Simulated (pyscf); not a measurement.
# `[F][Sn][F]`, singlet

Gas-phase minimum from PySCF at ωB97X-D3(BJ)/def2-SVP, one conformer. 

```
Sn
F 1 1.9473
F 1 1.9475 2 95.53
```

Properties at ωB97X-D3(BJ)/def2-SVP:

```json
{
  "harmonic_wavenumbers_unscaled": "200, 625, 637 cm⁻¹",
  "zero_point_energy": "2.1 kcal/mol",
  "rotational_symmetry_number": "2",
  "Entropy of this conformer at 298 K and 1 atm, rigid rotor and harmonic oscillator, modes under 100 cm⁻¹ raised to 100": "281.3 J/(mol K)",
  "dipole_moment": "3.62 D"
}
```

Single-point totals, which compare only within one level (frozen core for MP2 and CC):

| level | total energy (hartree) |
|---|---|
| ωB97X-D3(BJ)/def2-TZVP | -414.24625 |
| PBE/def2-TZVP | -413.98831 |
| r²SCAN/def2-TZVP | -414.17093 |
| B3LYP-D3(BJ)/def2-TZVP | -414.25053 |
| PBE0-D3(BJ)/def2-TZVP | -413.98497 |
| M06-2X/def2-TZVP | -414.03595 |
| ωB97M-D3(BJ)/def2-TZVP | -414.24083 |
| HF/def2-TZVPP | -412.40561 |
| MP2/def2-TZVPP | -413.21437 |
| CCSD/def2-TZVPP | -413.20238 |
| CCSD(T)/def2-TZVPP | -413.22639 |

The CCSD(T) − MP2 part came from Ansatz, without density fitting, on the same reference. The frozen core leaves the outer d or s,p core shells of the metals and heavy elements correlated in the MP2 and CC values, and def2-TZVPP describes them poorly, so these totals are far from the basis limit. Elements past Kr carry the def2 core potentials, without spin-orbit coupling.
